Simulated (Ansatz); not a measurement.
Geometry optimisation, RKS B3LYP-D4/def2-SVP in Ansatz.

Input:

```yaml
crystal:
  periodic: [false, false, false]
  atoms:
    - { symbol: "N", position_ang: [-0.5203, -1.2738, 0.1235] }
    - { symbol: Sn, position_ang: [0.07, 0.7096, -0.1412] }
    - { symbol: H, position_ang: [0.0241, -1.8277, -0.4843] }
    - { symbol: H, position_ang: [-0.3087, -1.4682, 1.1049] }
    - { symbol: H, position_ang: [-0.1205, 1.1707, -1.8342] }
    - { symbol: H, position_ang: [-0.8731, 1.7918, 0.8771] }
    - { symbol: H, position_ang: [1.7898, 0.8296, 0.3085] }
basis:
  gaussian: { orbitals: def2-SVP }
hamiltonian:
  xc: b3lyp
  dispersion: d4
relax:
  f_tol: 0.015
  max_steps: 40
```

Run as:

```bash
$ ansatz run input.yaml --threads 1 --pin off --max-ram 2048MiB --backend cpu --events-out ev --progress --plain --runs-dir out
```

Where does it end, and by what steps?

The forces met the threshold. After 4 steps the energy has fallen by 0.144 eV; H7 moved furthest, 0.16 Å.

```csv
step,energy less start (eV),largest force component (eV/Å),accepted
0,0.0000,1.840,yes
1,-0.1147,0.572,yes
2,-0.1422,0.159,yes
3,-0.1435,0.019,yes
4,-0.1436,0.002,yes
```

```xyz
7
Properties=species:S:1:pos:R:3
N -0.517 -1.201 0.118
Sn 0.145 0.737 -0.134
H -0.007 -1.864 -0.469
H -0.413 -1.525 1.081
H -0.117 1.104 -1.792
H -0.842 1.701 0.888
H 1.812 0.980 0.263
```

Whether the end is a true minimum wasn't checked by a vibrational analysis.

Run time: 5.3 s on 1 thread of AMD EPYC 9R45 96-Core Processor (Zen 5), on a shared host, peak memory 0.14 GiB.
